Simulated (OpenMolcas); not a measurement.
Nb2+: effect of the active space

| Item | Value |
| --- | --- |
| Program | OpenMolcas |
| Method | MS-CASPT2 or its RAS form, IPEA 0.25 Eh, imaginary shift 0.1 Eh |
| Basis | ANO-R2 |
| Scalar Hamiltonian | X2C, finite nucleus |
| Spin-orbit coupling | RASSI with atomic mean-field integrals over the reference wave functions, term energies averaged over their components |

A. 3 electrons in 5 orbitals (4d); 2S+1 = 4 even, 10 roots; 2S+1 = 2 even, 40 roots; closed shells correlated: 4s 4p; CASPT2 step about 10 core-seconds
B. 3 electrons in 6 orbitals (4d 5s); 2S+1 = 4 even, 20 roots; 2S+1 = 2 even, 70 roots kept (CI in the orbitals of an earlier block); closed shells correlated: 4s 4p; CASPT2 step about 40 core-seconds
C. 9 electrons in 8 orbitals (RAS1 4p, at most 2 holes; RAS2 4d); 2S+1 = 4 even, 10 roots; 2S+1 = 2 even, 40 roots; closed shells correlated: 4s; CASPT2 step about 40 core-seconds
D. 3 electrons in 10 orbitals (4d 5d); 2S+1 = 4 even, 10 roots; 2S+1 = 2 even, 40 roots; closed shells correlated: 4s 4p; CASPT2 step of the order of 7 core-minutes

Energies in eV above 4d³ ⁴F_3/2, the measured ground level; measured values from the list in Shadmi, J. Res. Natl. Bur. Stand. 70A, 435 (1966).

```tsv
Level	A	B	C	D	Measured
4d³ ⁴F_3/2	0.0000	0.0000	0.0000	0.0000	0.0000
4d³ ⁴F_5/2	0.0637	0.0659	0.0679	0.0642	0.0640
4d³ ⁴F_7/2	0.1455	0.1502	0.1546	0.1467	0.1459
4d³ ⁴F_9/2	0.2400	0.2472	0.254	0.2423	0.2404
4d³ ⁴P_3/2 [59 %]	1.104	1.088	1.070	1.051	1.0672
4d³ ⁴P_1/2 [68 %]	1.115	1.099	1.088	1.070	1.0742
4d³ ²G_7/2	1.176	1.193	1.195	1.174	1.1451
4d³ ⁴P_5/2	1.232	1.219	1.230	1.215	1.1895
4d³ ²G_9/2	1.247	1.265	1.267	1.249	1.2156
4d³ ²P_1/2 [68 %]	1.357	1.344	1.290	1.250	
4d³ ²H_9/2	1.663	1.676	1.663	1.674	1.6014
4d³ ²D_3/2(1) [74 %]	1.668	1.653	1.683	1.638	
4d³ ²D_5/2(1)	1.699	1.682	1.735	1.692	1.6234
4d³ ²H_11/2	1.706	1.719	1.704	1.721	1.6445
4d³ ²F_7/2	2.592	2.513	2.599	2.590	2.4625
4d³ ²F_5/2	2.622	2.527	2.631	2.620	2.4766
4d³ ²D_5/2(2)	4.109	4.031	4.072	4.135	
4d³ ²D_3/2(2)	4.151	4.084	4.112	4.171
```

Deviations, from unrounded energies. A percentage is the sum of absolute deviations over the sum of measured energies, with the sign that they share, or ± where signs differ.

| Against measurement | Levels | A | B | C | D |
| --- | --- | --- | --- | --- | --- |
| mean absolute deviation (cm-1) | 13 | 410 | 310 | 440 | 370 |
| fine structure of the ground term (%) | 3 | -0.2 | +2.9 | +5.9 | +0.7 |
| other terms of the ground configuration (%) | 10 | +4.2 | +3.1 | +4.4 | ±3.9 |

B lies closest to measurement on these levels and C furthest from it. The largest miss of B in the table is 4d³ ²H_11/2, by +600 cm-1. The ranking rests on the paired levels alone, and a cruder setting can come out closer through cancelling errors.

The two smallest mean deviations differ by little beside CASPT2's spread within terms, so their order carries little weight.

Among A to D the level of the table that moves most is 4d³ ²P_1/2 [68 %], by 860 cm-1 (lowest in D, highest in A). Moves below CASPT2's spread within the term are not significant.

CASPT2 breaks the degeneracy within a term, and the mean is taken; among the terms shown or strongly mixed into the levels shown the widest spread is 1600 cm-1 (4d³ ⁴F, C). The CASPT2 spread within a term exceeds the gap to the next term for 4d³ ⁴P and 4d³ ²G, 4d³ ²D(1) and 4d³ ²H, so the order of their levels is uncertain (figures for A; the like holds for C, D). Levels of configurations with an s electron are missing; early in the row they begin among the upper levels of the d shell and mix with terms of their name (holds for A). Terms from blocks run as CI alone lack orbitals of their own (holds for B). Active for correlation alone: 4p; no level in the range computed is led by a configuration that opens it, so any true level of that kind is missing (holds for C). Active for correlation alone: 5d; no level in the range computed is led by a configuration that fills it, so any true level of that kind is missing (holds for D). Computed and measured levels are paired by configuration, term and J; levels that our copy of the source lacks, or whose pairing is in doubt (as where it misses far off the trend of its configuration), stay unpaired and out of the deviations. Levels of configurations outside the active space are missing. Levels that lie high or do not pair safely by name in every column are left out.

A share in square brackets marks a mixed level and gives the weight of the term that names it, the lowest over the columns. A number in round brackets counts repeated terms of one configuration in the order of the reference energies.
